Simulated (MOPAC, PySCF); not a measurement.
[Cd(Br)2], neutral singlet in the gas phase. 

Cartesian coordinates (Å):
```xyz
3

Cd     0.0000     0.0000     0.0000
Br    -0.9849     2.1102     0.5986
Br     0.9849    -2.1102    -0.5986
```
Charge 0, spin multiplicity 1.

All levels are single points at this geometry (r2SCAN-D4/def2-SVP); Pople sets use spherical d functions. Orbital energies aren't observables, and empty levels follow the basis.

```csv
level,HOMO (eV),LUMO (eV),gap (eV),dipole (D),"vertical IE, Delta-SCF (eV)"
PBE-D3(BJ)/def2-TZVP in PySCF,-7.15,-3.16,3.99,0.00,–
TPSSh-D3(BJ)/def2-TZVP in PySCF,-7.73,-2.68,5.05,0.00,–
M06-2X/6-31G* (LANL2DZ on Cd) in PySCF,-9.60,-1.72,7.88,0.00,–
SVWN5/6-31G* (LANL2DZ on Cd) in PySCF,-7.29,-3.41,3.88,0.00,–
PM3 in MOPAC,-11.76,-1.50,10.26,0.00,–
PM7 in MOPAC,-10.56,-1.75,8.81,0.00,–
```
